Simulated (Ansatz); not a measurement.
`[F][Ga]([Cl])[GeH3]`, charge 0, multiplicity 1.

Problem. Give a relaxed structure at PBE0-D4/def2-TZVP (Ansatz 0.2.0). (Best estimate.)

Solution. Computed: 
Cartesian coordinates in Å:
```
F 1.133 1.201 -2.103
Ga 1.058 0.558 -0.475
Cl 2.908 0.801 0.567
Ge -0.962 -0.476 0.377
H -0.834 -0.678 1.891
H -1.143 -1.832 -0.317
H -2.160 0.427 0.061
```
